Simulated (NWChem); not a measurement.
ZnBr$_{2}$; SMILES [Br][Zn][Br]

```xyz
3

Zn     0.0000     0.0000     0.0119
Br     2.2195     0.0000    -0.0048
Br    -2.2195     0.0000    -0.0048
```
Atoms are numbered in this order, from 1.

Level: B3LYP/6-31G* (spherical d) (NWChem), optimised geometry, unscaled harmonic frequencies. This build's default masses of Se (78.918 u) and Br (79.917 u) are each other's, which moves their modes by up to 0.6 %.

```tsv
frequency (cm⁻¹)	IR intensity (km/mol)
65	7.3
216	0.0
393	56.5
```

```json
{
 "zero_point_energy": "1.0 kcal/mol",
 "thermal correction to the enthalpy at 298.15 K (with zero-point energy)": "4.4 kcal/mol",
 "heat capacity Cv": "11.2 cal/(mol K)",
 "entropy at 298.15 K and 1 atm (symmetry number 1)": "69.9 cal/(mol K)",
 "dipole_moment": "0.05 D"
}
```

Rigid rotor and harmonic oscillator; modes under 100 cm⁻¹ make the entropy uncertain.
